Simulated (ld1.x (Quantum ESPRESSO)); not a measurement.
## Plane-wave convergence, RRKJ potential for sulfur (S)

ld1.x (Quantum ESPRESSO) 7.5 input, shortened:

```
&input
   title='S', zed=16., rel=1, dft='PBE', iswitch=3,
   config='[Ne] 3s2 3p4 3d-2'
 /
 &inputp
   pseudotype=2, tm=.false., rho0=0.02, lloc=1,
   nlcc=.true.
 /
3
3S  1  0   2.00   0.00  1.20  1.20  0.0
3D  3  2  -2.00   0.05  1.30  1.30  0.0
3P  2  1   4.00   0.00  1.45  1.45  0.0
 &test
   configts(1)='3s2 3p4'
 /
```

The pseudo-atom Hamiltonian at the reference potential is diagonalised in spherical Bessel functions j_l(qr) that vanish at 20 bohr, with q² up to the cutoff. All-electron valence levels (Ry): 3s -1.2683, 3p -0.5151.

**Question.** How do the lowest levels (Ry) of each channel move with the cutoff, and are there ghosts?

**Answer.**

```csv
cutoff (Ry),s #1,d #1,p #1,p #2,f #1,f #2,Σ f·Δε (mRy)
8,-1.1293,0.0706,-0.4965,0.0314,0.1174,0.2497,352.4
15,-1.2331,0.0705,-0.5137,0.0308,0.1174,0.2497,76.4
25,-1.2626,0.0704,-0.5146,0.0307,0.1174,0.2497,13.6
40,-1.2648,0.0703,-0.5151,0.0307,0.1174,0.2497,7.4
55,-1.2678,0.0702,-0.5151,0.0307,0.1174,0.2497,1.3
80,-1.2682,0.0702,-0.5151,0.0307,0.1174,0.2497,0.3
400,-1.2684,0.0702,-0.5151,0.0307,0.1174,0.2497,0.0
```

Result: no extra level below or beside the all-electron valence levels (s, d, p, f tested); 10 mRy is reached at 40 Ry and 1 mRy at 60 Ry.
